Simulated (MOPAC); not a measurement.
MOPAC input (PM6):

```
PM6 PRECISE GNORM=0.05 LET XYZ UHF MS=0.5 GEO-OK AUX(PRECISION=9) THREADS=1
H4FSi2

F    -1.52244200 1   -0.83319800 1   -0.53394400 1
Si   -0.72998500 1    0.27288700 1    0.33013100 1
Si    1.54816000 1    0.12168400 1   -0.15073000 1
H    -1.23081600 1    1.61036900 1   -0.05946200 1
H    -1.05620800 1    0.01322300 1    1.75245800 1
H     2.28009400 1    1.38124800 1    0.13680300 1
H     2.25445400 1   -1.03005800 1    0.46407800 1
```

Output:

```
 *******************************************************************************
 **                                                                           **
 **                              MOPAC v23.2.5                                **
 **                                                                           **
 *******************************************************************************
 ** MOPAC's Digital Object Identifier: https://doi.org/10.5281/zenodo.6511958 **
 **                                                                           **
 ** Please cite the open-source release paper for use of this MOPAC version:  **
 ** J. E. Moussa and J. J. P. Stewart (2026)                                  **
 ** MOPAC: An open-source semiempirical molecular orbital program             **
 ** J. Open Source Softw., 11(119), 8025, https://doi.org/10.21105/joss.08025 **
 *******************************************************************************

                              PM6 CALCULATION RESULTS

 *******************************************************************************
 *  PM6        - The PM6 Hamiltonian to be used
 *  GEO-OK     - OVERRIDE INTERATOMIC DISTANCE AND OTHER SAFETY CHECKS
 *  UHF        - UNRESTRICTED HARTREE-FOCK CALCULATION
 *  MS=        - IN MECI, MAGNETIC COMPONENT OF SPIN =  0.5
 *  LET        - OVERRIDE SOME SAFETY CHECKS
 *  PRECISE    - TIGHTER CRITERIA TO BE USED
 *  XYZ        - CARTESIAN COORDINATE SYSTEM TO BE USED
 *  GNORM      - EXIT WHEN GRADIENT NORM DROPS BELOW 0.050
 *  AUX        - OUTPUT AUXILIARY INFORMATION
 *******************************************************************************
PM6 PRECISE GNORM=0.05 LET XYZ UHF MS=0.5 GEO-OK AUX(PRECISION=9) THREADS=1
 H4FSi2

   ATOM   CHEMICAL          X               Y               Z
  NUMBER   SYMBOL      (ANGSTROMS)     (ANGSTROMS)     (ANGSTROMS)

     1       F         -1.52244200  *  -0.83319800  *  -0.53394400  *
     2      Si         -0.72998500  *   0.27288700  *   0.33013100  *
     3      Si          1.54816000  *   0.12168400  *  -0.15073000  *
     4       H         -1.23081600  *   1.61036900  *  -0.05946200  *
     5       H         -1.05620800  *   0.01322300  *   1.75245800  *
     6       H          2.28009400  *   1.38124800  *   0.13680300  *
     7       H          2.25445400  *  -1.03005800  *   0.46407800  *

          CARTESIAN COORDINATES

    NO.       ATOM           X           Y           Z

     1         F         -1.5224     -0.8332     -0.5339
     2        Si         -0.7300      0.2729      0.3301
     3        Si          1.5482      0.1217     -0.1507
     4         H         -1.2308      1.6104     -0.0595
     5         H         -1.0562      0.0132      1.7525
     6         H          2.2801      1.3812      0.1368
     7         H          2.2545     -1.0301      0.4641

 General Reference for PM6:
 "Optimization of Parameters for Semiempirical Methods V: Modification of NDDO Approximations
 and Application to 70 Elements", J. J. P. Stewart, J. Mol. Mod., 13, 1173-1213 (2007)
 URL: https://link.springer.com/article/10.1007/s00894-007-0233-4

           Empirical Formula: H4 F Si2  =     7 atoms

      MOLECULAR POINT GROUP   :   C1

          UHF CALCULATION, NO. OF ALPHA ELECTRONS =   10
                           NO. OF BETA  ELECTRONS =    9

          Geometry optimization using EF

          DIAGONAL MATRIX USED AS START HESSIAN

 CYCLE:     1  GRAD.:    59.145 HEAT: -39.84221
 CYCLE:     2  GRAD.:    66.447 HEAT: -41.72289
 CYCLE:     3  GRAD.:    34.774 HEAT: -44.45166
 CYCLE:     4  GRAD.:    88.093 HEAT: -41.36072
 CYCLE:     5  GRAD.:    13.460 HEAT: -45.37185
 CYCLE:     6  GRAD.:    20.093 HEAT: -45.32608
 CYCLE:     7  GRAD.:     5.235 HEAT: -45.70751
 CYCLE:     8  GRAD.:     6.498 HEAT: -45.79389
 CYCLE:     9  GRAD.:     6.240 HEAT: -45.90238
 CYCLE:    10  GRAD.:     6.362 HEAT: -45.97814
 CYCLE:    11  GRAD.:     8.424 HEAT: -46.13602
 CYCLE:    12  GRAD.:    11.273 HEAT: -46.34047
 CYCLE:    13  GRAD.:    20.883 HEAT: -46.23212
 CYCLE:    14  GRAD.:    16.300 HEAT: -46.47109
 CYCLE:    15  GRAD.:     6.776 HEAT: -46.63509
 CYCLE:    16  GRAD.:     2.073 HEAT: -46.75773
 CYCLE:    17  GRAD.:     2.899 HEAT: -46.78380
 CYCLE:    18  GRAD.:     2.209 HEAT: -46.80112
 CYCLE:    19  GRAD.:     3.106 HEAT: -46.83490
 CYCLE:    20  GRAD.:     2.102 HEAT: -46.84845
 CYCLE:    21  GRAD.:     5.587 HEAT: -46.94090
 CYCLE:    22  GRAD.:     7.512 HEAT: -47.01137
 CYCLE:    23  GRAD.:    26.194 HEAT: -46.70681
 CYCLE:    24  GRAD.:     7.041 HEAT: -47.24339
 CYCLE:    25  GRAD.:     8.769 HEAT: -47.30199
 CYCLE:    26  GRAD.:     4.835 HEAT: -47.46888
 CYCLE:    27  GRAD.:    14.003 HEAT: -47.46829
 CYCLE:    28  GRAD.:     3.060 HEAT: -47.60775
 CYCLE:    29  GRAD.:     2.352 HEAT: -47.65314
 CYCLE:    30  GRAD.:     6.130 HEAT: -47.69970
 CYCLE:    31  GRAD.:     1.656 HEAT: -47.73483
 CYCLE:    32  GRAD.:     1.635 HEAT: -47.75743
 CYCLE:    33  GRAD.:     1.783 HEAT: -47.77821
 CYCLE:    34  GRAD.:     1.382 HEAT: -47.78562
 CYCLE:    35  GRAD.:     1.715 HEAT: -47.78974
 CYCLE:    36  GRAD.:     0.875 HEAT: -47.79188
 CYCLE:    37  GRAD.:     0.393 HEAT: -47.79414
 CYCLE:    38  GRAD.:     0.417 HEAT: -47.79578
 CYCLE:    39  GRAD.:     0.412 HEAT: -47.79682
 CYCLE:    40  GRAD.:     0.248 HEAT: -47.79793
 CYCLE:    41  GRAD.:     0.155 HEAT: -47.79810
 CYCLE:    42  GRAD.:     0.119 HEAT: -47.79819
 CYCLE:    43  GRAD.:     0.085 HEAT: -47.79825
 CYCLE:    44  GRAD.:     0.075 HEAT: -47.79834
 CYCLE:    45  GRAD.:     0.075 HEAT: -47.79837
 CYCLE:    46  GRAD.:     0.084 HEAT: -47.79840
 CYCLE:    47  GRAD.:     0.080 HEAT: -47.79842
 CYCLE:    48  GRAD.:     0.063 HEAT: -47.79849
 CYCLE:    49  GRAD.:     0.030 HEAT: -47.79850

     GRADIENT =  0.03017 IS LESS THAN CUTOFF =  0.05000

 -------------------------------------------------------------------------------
 PM6 PRECISE GNORM=0.05 LET XYZ UHF MS=0.5 GEO-OK AUX(PRECISION=9) THREADS=1
 H4FSi2

     GEOMETRY OPTIMISED USING EIGENVECTOR FOLLOWING (EF).
     SCF FIELD WAS ACHIEVED

                              PM6 CALCULATION
                                                       MOPAC v23.2.5 Linux

          FINAL HEAT OF FORMATION =        -47.79850 KCAL/MOL =    -199.98893 KJ/MOL

          COSMO AREA              =        116.41 SQUARE ANGSTROMS
          COSMO VOLUME            =        107.97 CUBIC ANGSTROMS

          GRADIENT NORM           =          0.03017          =       0.01140 PER ATOM
          IONIZATION POTENTIAL    =          7.301558 EV
          ALPHA SOMO LUMO (EV)    =         -7.302 -0.746
          BETA  SOMO LUMO (EV)    =         -9.306 -2.107
          NO. OF ALPHA ELECTRONS  =         10
          NO. OF BETA  ELECTRONS  =          9
          MOLECULAR WEIGHT        =         79.2010         POINT GROUP:  Cs

          MOLECULAR DIMENSIONS (Angstroms)

            Atom       Atom       Distance
            H     7    H     4     4.21763
            H     6    H     5     3.99191
            F     1    H     6     2.13855

          SCF CALCULATIONS        =         50

   ATOM   CHEMICAL          X               Y               Z
  NUMBER   SYMBOL      (ANGSTROMS)     (ANGSTROMS)     (ANGSTROMS)

     1       F         -1.55976106  *  -0.69414265  *  -0.64120402  *
     2      Si         -0.61702378  *   0.17939709  *   0.32399893  *
     3      Si          1.40634644  *   0.19525295  *   0.07894517  *
     4       H         -1.06564158  *   1.58460744  *   0.16864295  *
     5       H         -0.86624702  *  -0.32021545  *   1.69811513  *
     6       H          2.14571788  *   1.06228927  *  -0.90947005  *
     7       H          2.34802386  *  -0.85046384  *   0.62223744  *

                             CARTESIAN COORDINATES

   1    F       -1.559761060    -0.694142648    -0.641204022
   2   Si       -0.617023781     0.179397086     0.323998933
   3   Si        1.406346443     0.195252948     0.078945175
   4    H       -1.065641580     1.584607442     0.168642952
   5    H       -0.866247019    -0.320215452     1.698115133
   6    H        2.145717884     1.062289266    -0.909470046
   7    H        2.348023862    -0.850463842     0.622237445

           Empirical Formula: H4 F Si2  =     7 atoms

      MOLECULAR POINT GROUP   :   Cs

          ALPHA EIGENVALUES
 -40.06404 -20.53729 -17.38825 -15.53270 -15.45614 -14.41218 -12.35921 -11.12221
  -9.45541  -7.30156  -0.74643  -0.46136  -0.09491   0.54033   0.86279   1.13602
   1.28217   1.79715   2.03766   2.08014   2.92182   3.40356   3.58775   4.34054
   4.58744   4.59227

           BETA EIGENVALUES
 -40.03414 -20.04954 -17.15783 -15.54464 -15.43205 -14.40783 -12.34809 -11.14015
  -9.30644  -2.10666  -0.66492  -0.17060   0.23697   0.56264   1.00230   1.20999
   1.46879   1.91992   2.14161   2.31266   3.01493   3.43137   3.76706   4.34900
   4.54594   4.59480

              NET ATOMIC CHARGES AND DIPOLE CONTRIBUTIONS

  ATOM NO.   TYPE          CHARGE      No. of ELECS.   s-Pop       p-Pop       d-Pop
    1          F          -0.371286        7.3713     1.93306     5.43823
    2         Si           0.390138        3.6099     1.13260     1.61144     0.86582
    3         Si           0.069164        3.9308     1.33807     2.29457     0.29820
    4          H          -0.014749        1.0147     1.01475
    5          H          -0.014793        1.0148     1.01479
    6          H          -0.029192        1.0292     1.02919
    7          H          -0.029283        1.0293     1.02928
 DIPOLE           X         Y         Z       TOTAL
 POINT-CHG.     1.599     1.520     1.684     2.775
 HYBRID         0.145    -0.897    -1.136     1.454
 SUM            1.743     0.623     0.549     1.931

          ATOMIC ORBITAL ELECTRON POPULATIONS

     Atom    s        px        py        pz      x^2-y^2     xz        z^2       yz        xy
    1  F   1.93306   1.80648   1.82334   1.80841
    2 Si   1.13260   0.48892   0.57795   0.54457   0.22975   0.14459   0.24236   0.11471   0.13442
    3 Si   1.33807   0.82913   0.73459   0.73085   0.03367   0.07074   0.02241   0.06622   0.10515
    4  H   1.01475
    5  H   1.01479
    6  H   1.02919
    7  H   1.02928

                    (SZ)    =    0.500000
                    (S**2)  =    0.752880

          ATOMIC ORBITAL SPIN POPULATIONS

    Atom   Total    s     px     py     pz   x^2-y^2  xz     z^2    yz     xy
         Atomic
    1  F  0.0117  0.002  0.010 -0.000 -0.000
    2 Si  0.1968  0.020 -0.006  0.040  0.054 -0.006  0.054 -0.001  0.004  0.037
    3 Si  0.8277  0.050  0.014  0.283  0.426  0.001  0.019  0.006  0.014  0.014
    4  H -0.0064 -0.006
    5  H -0.0064 -0.006
    6  H -0.0117 -0.012
    7  H -0.0117 -0.012

 **********************
 *                    *
 * JOB ENDED NORMALLY *
 *                    *
 **********************

 == MOPAC DONE ==
```

The geometry given is a B3LYP-D3(BJ)/def2-TZVP minimum.
